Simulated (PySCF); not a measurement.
## HSe, SMILES `[SeH]` (charge 0, multiplicity 2)

Level of theory: r2SCAN-D4/def2-TZVP in PySCF 2.14.0.

```yaml
highest_occupied_spin_orbital: -6.08 eV
dipole_moment: 0.61 D
total_energy: -2402.1012 Ha
cost: about 23 core-seconds (a rough figure)
```

```xyz
2

Se     0.7350     0.0000     0.0000
H     -0.7350     0.0000     0.0000
```
Charge 0, spin multiplicity 2.
